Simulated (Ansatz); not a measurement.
Relaxation of ClFGeH2 (5 atoms, charge 0, multiplicity 1), to a largest force component of 0.02 eV/Å in at most 40 steps.

Computed with Ansatz, RKS PBE0/def2-SVP.

```xyz
5
Properties=species:S:1:pos:R:3
Ge 0.000 0.000 0.000
Cl 0.000 0.000 2.220
H 1.462 0.000 -0.516
H -0.730 1.265 -0.516
F -0.791 -1.371 -0.559
```

**Question.** Where does it end, and by what steps?

**Answer.** It converged. After 4 steps the energy has fallen by 0.132 eV; Cl2 moved furthest, 0.08 Å.

| step | energy less start (eV) | largest force component (eV/Å) | accepted |
| --- | --- | --- | --- |
| 0 | 0.0000 | 2.072 | yes |
| 1 | -0.0943 | 0.668 | yes |
| 2 | -0.1306 | 0.141 | yes |
| 3 | -0.1321 | 0.028 | yes |
| 4 | -0.1323 | 0.019 | yes |

```xyz
5
Properties=species:S:1:pos:R:3
Ge 0.032 0.055 -0.002
Cl 0.001 0.002 2.142
H 1.480 -0.050 -0.481
H -0.783 1.257 -0.482
F -0.790 -1.370 -0.549
```

Whether the end is a true minimum wasn't checked by a vibrational analysis.

Run time: 17 s on 1 thread of Arm Neoverse V1 (shared host), peak memory 0.14 GiB.
